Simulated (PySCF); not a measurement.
C3H10OSi2, SMILES [SiH3][Si](C)(C)C=O.

Geometry optimised at B3LYP-D3(BJ)/def2-SVP. The structure was generated by enumeration, and PubChem lists no compound with its InChIKey, so it may never have been made. One conformer was computed; it need not be the lowest.

Calculation: TDA-CAM-B3LYP/def2-SVPD (PySCF).

Vertical excitations. The molecule is in vacuum.

Q: Estimate the UV-visible absorptions. (Estimate from the structure and the level; the computed values follow.)

A: 
```
state  energy (eV)  λ (nm)      f                                            main pairs
-----  -----------  ------  -----  ----------------------------------------------------
S1            3.19     388  0.005                                        HOMO→LUMO 91 %
S2            6.06     205  0.105                                      HOMO−1→LUMO 93 %
S3            6.48     191  0.007  HOMO→LUMO+2 39 %, HOMO→LUMO+3 25 %, HOMO→LUMO+1 19 %
S4            6.64     187  0.029  HOMO→LUMO+2 44 %, HOMO→LUMO+1 33 %, HOMO→LUMO+3 11 %
S5            6.93     179  0.014                                      HOMO−2→LUMO 94 %
S6            6.96     178  0.041  HOMO→LUMO+1 35 %, HOMO→LUMO+3 30 %, HOMO→LUMO+4 20 %
T1            2.48     499      0                                        HOMO→LUMO 91 %
T2            5.20     239      0                    HOMO−1→LUMO 71 %, HOMO−6→LUMO 13 %
```
Triplets are in the Tamm–Dancoff approximation.
